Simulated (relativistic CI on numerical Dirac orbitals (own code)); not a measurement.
# How well does a small relativistic CI reproduce K³⁺?

Calculated at this level of theory: Dirac-Coulomb-Breit CI, KLI orbitals optimised for each configuration, a model potential for QED, valence Slater integrals scaled by 0.85, configuration energies shifted to the measured levels that pair with them (semi-empirical) (own radial code, finite nucleus).

Configurations in the expansion (outside the closed core [Ne]): 3s²3p⁴, 3s3p⁵, 3s²3p³3d, 3s²3p³4s, 3s²3p³5s, 3p⁶, 3s²3p²3d², 3s3p⁴3d, 3s²3p³4p, 3p⁴3d², 3s²3p³4d, 3s²3p³4f, 3s²3p³5p, 3s²3p³5d, 3p⁵3d, 3s²3p³5f, 3s²3p³5g, 3s3p³3d², 3s3p⁴4s, 3s3p⁴4p, 3s²3p²3d4s, 3s3p⁴4d, 3s3p⁴5s, 3s3p⁴4f, 3s3p⁴5p, 3s²3p²3d4p, 3s3p⁴5d, 3s3p⁴5f, 3s3p⁴5g. Levels of other configurations are missing.

```
Configuration  Term (tabulated)  J  Measured (cm⁻¹)  Computed  Error  Purity (%)
       3s²3p⁴                3P  2              0.0         0      0          96
       3s²3p⁴                3P  1           1671.7      1656    -16          97
       3s²3p⁴                3P  0           2321.2      2290    -31          96
       3s²3p⁴                1D  2          16384.0     16007   -377          96
       3s²3p⁴                1S  0          38546.3     35864  -2683          94
        3s3p⁵               3P°  2         134181.8    134194     12          78
        3s3p⁵               3P°  1         135658.3    135661      3          78
        3s3p⁵               3P°  0         136453.0    136450     -3          78
     3s²3p³3d             3D° †  3         189952.0    191206   1254          97
     3s²3p³3d             3D° †  2         191203.0    191208      5          96
     3s²3p³3d               3D°  1         191400.0    191394     -6          97
     3s²3p³3d               1D°  2         216387.0    217895   1508          96
     3s²3p³3d             3P° †  2         225445.0    228714   3269          96
     3s²3p³3d             3P° †  1         226082.0    227420   1338          96
     3s²3p³3d             3P° †  0         227650.0    226868   -782          97
     3s²3p³3d               1F°  3         242475.0    242882    407          96
     3s²3p³3d               3P°  2         256032.0    253179  -2853          77
     3s²3p³3d               3P°  0         257809.0    255062  -2747          77
     3s²3p³3d               1D°  2         273398.0    273344    -54          88
     3s²3p³4s               3D°  1         277792.0    277278   -514          96
     3s²3p³4s               3D°  2         277850.0    277333   -517          97
     3s²3p³4s               3D°  3         277986.0    277465   -521          97
     3s²3p³3d               1F°  3         279627.0    278835   -792          92
     3s²3p³4s               1D°  2         282371.0    281996   -375          90
     3s²3p³4s               3P°  0         293382.0    293758    376          98
     3s²3p³4s               3P°  1         293471.0    293861    390          96
     3s²3p³4s               3P°  2         293720.0    294117    397          96
     3s²3p³4s               1P°  1         298132.0    298565    433          87
     3s²3p³5s               3S°  1         367888.0    367888      0          95
```

Measured levels from Sansonetti, J. Phys. Chem. Ref. Data 37, 7 (2008); pairs were made by configuration, J and term (by order where the table uses no LS term), so strongly mixed levels may be paired wrongly.

Mean error by configuration (cm⁻¹): 3s²3p⁴ -776; 3s3p⁵ 4; 3s²3p³3d -648; 3s²3p³4s -41; 3s²3p³5s 0. Over the excited levels the mean absolute error is 653 cm⁻¹ (28 of the 36 excited levels that our extract of the source holds in range could be paired, and the others can miss by more), and the median relative error of those above 1,000 cm⁻¹ is 0.17 %, both after the shifts were fitted to these levels, so that a configuration with one level shows no error. † marks terms whose computed intervals miss the measured ones by more than a factor of 2.5, or configurations far off the rest, from wrong mixing, a near crossing or a doubtful label or measurement; they are left out of the means.

Configurations whose levels could be paired with our table of measured levels were shifted onto them, all but the ground configuration, by the median error of their levels; single terms can still be off by 1,000 to 2,000 cm⁻¹ or more, and rates follow the energies as ν³ (E1, M1) or ν⁵ (E2). The others borrow a shift and can be off by several thousand cm⁻¹ or more. The fine structure of a lone outer electron comes out too small, for d and f at times inverted, and misplaced configurations move strength between like terms. 28 of the 36 excited levels that our extract of the measured tables holds in this range could be paired (the sources list more); they are missed by 774 cm⁻¹ on average and 3269 at most, after the shifts were fitted to these levels, and levels without a partner can miss by more.

Shifts applied (cm⁻¹): 3s²3p⁴ 0; 3s3p⁵ -6837; 3s²3p³3d -7221; 3s²3p³4s -17220; 3s²3p³5s -16829.
